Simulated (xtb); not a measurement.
C₃H₆, triplet, from a rough starting geometry (a higher spin typed on purpose: for a closed-shell molecule this is an excited state); xtb with GFN2-xTB.

Here is a job for xtb.
```
$ xtb mol.xyz --gfn 2 --uhf 2 --opt vtight --json

# file mol.xyz
9

C     -1.07631136     0.04295407    -0.16305218
C      0.19220371     0.00325772     0.49210824
C      1.34255746    -0.15467191    -0.09903388
H     -1.74483770    -0.76213509     0.03390038
H     -1.64864004     1.04688928     0.18670732
H     -0.95482133     0.07478730    -1.25987468
H      0.11057576    -0.03225977     1.57422655
H      1.48354689    -0.08554624    -1.22287434
H      2.30176767    -0.19355864     0.42544958
```

Q: What does xtb print? Leave out banner, timings and long lists.

A: 
```
   ID    Z sym.   atoms
    1    6 C      1-3
    2    1 H      4-9

           -------------------------------------------------
          |                Calculation Setup                |
           -------------------------------------------------

           -------------------------------------------------
          |                 G F N 2 - x T B                 |
           -------------------------------------------------

          ...................................................
          :                      SETUP                      :
          :.................................................:
          :  # basis functions                  18          :
          :  # atomic orbitals                  18          :
          :  # shells                           12          :
          :  # electrons                        18          :
          :  max. iterations                   250          :
          :  Hamiltonian                  GFN2-xTB          :
          :  restarted?                      false          :
          :  GBSA solvation                  false          :
          :  PC potential                    false          :
          :  electronic temp.          300.0000000     K    :
          :  accuracy                    1.0000000          :
          :  -> integral cutoff          0.2500000E+02      :
          :  -> integral neglect         0.1000000E-07      :
          :  -> SCF convergence          0.1000000E-05 Eh   :
          :  -> wf. convergence          0.1000000E-03 e    :
          :  Broyden damping             0.4000000          :
          :  net charge                          0          :
          :  unpaired electrons                  2          :
          ...................................................

 iter      E             dE          RMSdq      gap      omega  full diag
   1     -9.3737222 -0.937372E+01  0.357E+00    6.11       0.0  T
   2     -9.3972744 -0.235522E-01  0.201E+00    6.43       1.0  T
   3     -9.3976100 -0.335555E-03  0.852E-01    6.27       1.0  T
   4     -9.3976545 -0.445509E-04  0.118E-01    6.27       1.0  T
   5     -9.3976950 -0.404222E-04  0.585E-02    6.23       1.0  T
   6     -9.3976967 -0.173375E-05  0.138E-02    6.24       2.4  T
   7     -9.3976968 -0.107584E-06  0.343E-03    6.24       9.7  T
   8     -9.3976968 -0.104576E-07  0.456E-04    6.24      73.1  T
   9     -9.3976968 -0.524985E-10  0.148E-04    6.24     225.9  T

[...]
 * total energy  :    -9.3073160 Eh     change       -0.4407241E-05 Eh
 * total energy  :    -9.3073271 Eh     change       -0.1107849E-04 Eh
 * total energy  :    -9.3073304 Eh     change       -0.3350240E-05 Eh
 * total energy  :    -9.3073324 Eh     change       -0.1991015E-05 Eh
 * total energy  :    -9.3073347 Eh     change       -0.2298074E-05 Eh
 * total energy  :    -9.3073370 Eh     change       -0.2307565E-05 Eh
 * total energy  :    -9.3073380 Eh     change       -0.9458473E-06 Eh
 * total energy  :    -9.3073338 Eh     change        0.4200403E-05 Eh
 * total energy  :    -9.3073390 Eh     change       -0.5272714E-05 Eh
 * total energy  :    -9.3073396 Eh     change       -0.5135919E-06 Eh
 * total energy  :    -9.3073397 Eh     change       -0.1528447E-06 Eh
 * total energy  :    -9.3073397 Eh     change       -0.2728458E-07 Eh
   *** GEOMETRY OPTIMIZATION CONVERGED AFTER 45 ITERATIONS ***
         :: total energy              -9.307339742131 Eh    ::
[...]
     2   6 C        2.882    -0.062    29.536     8.910
     3   6 C        2.832    -0.103    30.584     9.062
     4   1 H        0.924     0.048     2.351     2.398
     5   1 H        0.924     0.046     2.372     2.408
     6   1 H        0.925     0.041     2.430     2.438
     7   1 H        0.925     0.037     2.495     2.470
     8   1 H        0.926     0.043     2.408     2.427
     9   1 H        0.926     0.043     2.411     2.428

 Mol. C6AA /au·bohr⁶  :        623.966794
 Mol. C8AA /au·bohr⁸  :      13604.681342
 Mol. α(0) /au        :         39.279715

Wiberg/Mayer (AO) data.
largest (>0.10) Wiberg bond orders for each atom

 ---------------------------------------------------------------------------
     #   Z sym  total        # sym  WBO       # sym  WBO       # sym  WBO
 ---------------------------------------------------------------------------
     1   6 C    3.995 --     2 C    1.040     6 H    0.987     5 H    0.960
                             4 H    0.950
     2   6 C    3.296 --     3 C    1.183     1 C    1.040     7 H    0.932
     3   6 C    3.191 --     2 C    1.183     8 H    0.947     9 H    0.946
     4   1 H    0.996 --     1 C    0.950
     5   1 H    0.997 --     1 C    0.960
     6   1 H    0.998 --     1 C    0.987
     7   1 H    0.996 --     2 C    0.932
     8   1 H    0.996 --     3 C    0.947
     9   1 H    0.996 --     3 C    0.946
 ---------------------------------------------------------------------------

Topologies differ in total number of bonds
Writing topology from bond orders to xtbtopo.mol

molecular dipole:
                 x           y           z       tot (Debye)
 q only:       -0.161      -0.012      -0.033
   full:       -0.174      -0.026      -0.036       0.457
molecular quadrupole (traceless):
                xx          xy          yy          xz          yz          zz
 q only:        0.559      -0.077      -0.300      -0.170       0.026      -0.259
  q+dip:        0.625      -0.342      -0.351      -0.988       0.072      -0.274
   full:        0.537      -0.192      -0.298      -0.546       0.038      -0.239

optimized geometry written to: xtbopt.xyz

           -------------------------------------------------
          | TOTAL ENERGY               -9.307339742131 Eh   |
          | GRADIENT NORM               0.000042125113 Eh/α |
          | HOMO-LUMO GAP              10.555214049234 eV   |
           -------------------------------------------------

normal termination of xtb
```
